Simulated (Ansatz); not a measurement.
Species: WF, net charge 0, sextet state. The spin state was set by rule; other spins were not relaxed. SMILES: [F][W]
Geometry: optimised at B3LYP-D3(BJ)/def2-TZVP (Ansatz, a quantum-chemistry and plane-wave program).

Computed values are from Ansatz. Correlated levels leave the core frozen unless marked. UHF or UKS for open shells. No spin-orbit coupling. Frozen are the shells of the preceding noble gas and the d and f shells that filled before the atom's block. Past Kr the def2 sets carry scalar-relativistic core potentials. CBS marks a two-point X^-3 extrapolation of the correlation energy; Hartree-Fock from the larger set.

What is the T1 diagnostic at CCSD/def2-QZVPPD?

0.021.

What is the total energy at CCSD(T)/CBS(def2-TZVPPD,def2-QZVPPD)?

-166.3150 Eh.

What is the atomisation energy De at CCSD(T)/CBS(def2-TZVPPD,def2-QZVPPD)?

129.1 kcal/mol.

What is the vertical ionisation energy (to the quintet) at CCSD(T)/CBS(def2-TZVPPD,def2-QZVPPD)?

8.24 eV.

What is the dipole moment at CCSD(T)/def2-SVPD?

3.06 D.
